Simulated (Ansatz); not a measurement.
Program: Ansatz. Geometries: PBE0-D4/def2-TZVP. ΔE: electronic, gas phase. CBS: MP2 limit from def2 TZ/QZ plus the TZ coupled-cluster correction, frozen cores. This one scheme is used for every species. DFT in def2-TZVPP. HSE06 is defined as in plane-wave codes. One conformer a species, not always the lowest.

Consider the silylene loss: `OB(F)[SiH3]` → `OBF` + `[SiH2]`.

`OB(F)[SiH3]`:

Z-matrix (Å, degrees):
```
Si
B 1 2.039
H 1 1.487 2 110.6
H 1 1.487 2 110.6 3 -120.2
H 1 1.491 2 110.3 3 119.9
F 2 1.329 1 119.2 3 60.1
O 2 1.349 1 125.2 3 -120.0
H 7 0.959 2 113.8 1 0.0
```

`OBF`:

Cartesian coordinates in Å:
```
O 0.082 -0.590 -0.808
B -0.278 0.100 0.288
F 0.583 0.932 0.871
H 0.985 -0.412 -1.093
H -1.372 -0.030 0.743
```

`[SiH2]`:

```xyz
3

Si   -0.154   -0.680    0.144
H     0.446    0.471    0.945
H    -0.291    0.209   -1.089
```

```
          level  ΔE (kcal/mol)  difference from CCSD(T)/CBS
      r2SCAN-D4           55.9                          6.0
         B97M-V           50.2                          0.3
       HSE06-D4           54.2                          4.3
         B2PLYP           48.7                         -1.2
        r2SCANh           55.4                          5.5
      CAM-B3LYP           49.5                         -0.4
  HF/def2-TZVPP           43.9                         -6.0
CCSD/def2-TZVPP           47.3                         -2.6
  HF/def2-QZVPP           44.0                         -5.9
 CCSD/CBS(def2)           48.7                         -1.2
    CCSD(T)/CBS           49.9                            0
```

Largest T1 diagnostic among the species: 0.014.

The D4 term adds +2.3 kcal/mol with B3LYP and +1.2 kcal/mol with PBE0; it sums over pairs of atoms, weighted by their polarisabilities, and B3LYP, whose exchange is more repulsive, gets the larger term. Leaving LDA and LC-ωPBE aside and taking each functional with its dispersion term where it has one, the values, not all of them listed here, spread over 8.3 kcal/mol, from BLYP-D4 to r2SCAN-D4. LDA lies +7.8 kcal/mol from PBE without D4. From BLYP to BHLYP (50 % exact exchange), in def2-TZVPP and without D4, ΔE moves by +3.8 kcal/mol.

B3LYP here is the variant with VWN-RPA as its local correlation; programs differ in this.
